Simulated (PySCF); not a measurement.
Job file and geometry (Å, from GFN2-xTB) of an NMR shielding run on SMILES C/C=C/B(P)OC, C$_{4}$H$_{10}$BOP, GIAO PBE0/pcSseg-1 NMR shielding, non-relativistic, gas phase in PySCF 2.14.0, density-fitted response routines; density fitting, a coarse starting grid and PySCF grid level 2 are the driver's defaults:

```
$ OMP_NUM_THREADS=1 python probes_run.py task.json out

{"job": {"kind": "nmr", "xc": "PBE0", "basis": "pcSseg-1"}, "charge": 0, "multiplicity": 1}
C      3.157945    -0.020546     0.553707
C      1.705690    -0.271477     0.338780
C      0.720099     0.566243     0.658741
B     -0.790709     0.275596     0.414097
P     -2.091733     1.700955     0.668792
O     -1.142090    -0.967674     0.092496
C     -2.450099    -1.425657    -0.123905
H      3.325040     0.938933     1.037152
H      3.584087    -0.809862     1.172946
H      3.686556    -0.034121    -0.399489
H      1.457782    -1.220438    -0.119141
H      0.995447     1.516464     1.107981
H     -2.576886     1.696254    -0.628352
H     -1.220455     2.740871     0.414289
H     -2.585144    -1.637213    -1.188028
H     -2.587536    -2.348316     0.443809
H     -3.194990    -0.687983     0.195677
```

**Question.** Write the output of this run.

**Answer.** 
```
coarse grid: 14344 points
cycle   1  E = -599.2746757886  dE =  7.151e-01  |g| = 6.184e-01  |ddm| = 3.517e+00
cycle   2  E = -599.1872920985  dE =  8.738e-02  |g| = 9.236e-01  |ddm| = 1.357e+00
cycle   3  E = -599.3529883478  dE = -1.657e-01  |g| = 1.225e-01  |ddm| = 9.113e-01
cycle   4  E = -599.3560432536  dE = -3.055e-03  |g| = 3.208e-02  |ddm| = 1.213e-01
cycle   5  E = -599.3562926687  dE = -2.494e-04  |g| = 6.669e-03  |ddm| = 3.424e-02
cycle   6  E = -599.3563047028  dE = -1.203e-05  |g| = 2.151e-03  |ddm| = 1.126e-02
cycle   7  E = -599.3563056569  dE = -9.542e-07  |g| = 3.601e-04  |ddm| = 2.476e-03
final grid: 132896 points
cycle   8  E = -599.4071077051  dE = -3.421e-05  |g| = 1.050e-02  |ddm| = 2.902e-02
cycle   9  E = -599.4070903812  dE =  1.732e-05  |g| = 1.444e-02  |ddm| = 1.721e-02
cycle  10  E = -599.4071310538  dE = -4.067e-05  |g| = 1.798e-03  |ddm| = 1.008e-02
cycle  11  E = -599.4071317472  dE = -6.934e-07  |g| = 1.359e-04  |ddm| = 1.713e-03
cycle  12  E = -599.4071317514  dE = -4.256e-09  |g| = 4.333e-05  |ddm| = 2.236e-04
cycle  13  E = -599.4071317519  dE = -4.571e-10  |g| = 1.618e-05  |ddm| = 6.287e-05
converged SCF energy = -599.4071317519

GIAO shielding tensors (ppm)
atom      isotropic    diamagn.    paramagn.     s11        s22        s33       span
  0 C      161.485     247.913     -86.428    148.643    150.321    185.493     36.850
  1 C       33.496     258.013    -224.517    -84.498     19.773    165.213    249.711
  2 C       46.950     260.955    -214.005    -62.151     62.134    140.867    203.019
  3 B       52.335     196.746    -144.411     10.981     52.717     93.306     82.325
  4 P      571.750     969.193    -397.443    514.582    583.046    617.623    103.041
  5 O      160.744     399.442    -238.698    -70.980    193.222    359.990    430.970
  6 C      126.615     243.181    -116.566     98.117    102.209    179.519     81.402
  7 H       29.958      29.519       0.438     26.323     29.524     34.025      7.702
  8 H       29.663      27.659       2.004     26.037     27.630     35.323      9.285
  9 H       29.632      28.305       1.326     26.163     27.497     35.235      9.073
 10 H       24.856      35.898     -11.042     22.032     22.806     29.730      7.698
 11 H       25.645      35.080      -9.435     21.235     24.890     30.811      9.576
 12 H       30.103      31.919      -1.816     25.180     28.218     36.911     11.731
 13 H       30.328      32.569      -2.240     25.328     28.113     37.543     12.215
 14 H       27.603      28.852      -1.249     24.295     25.278     33.234      8.940
 15 H       27.488      27.894      -0.406     23.656     25.530     33.277      9.621
 16 H       27.765      28.727      -0.963     23.142     28.624     31.529      8.387
```

Size and cost of the density-fitted run: 176 basis functions, 42 s wall time on 1 thread of an Arm Neoverse N1, shared host; peak memory 0.8 GiB.
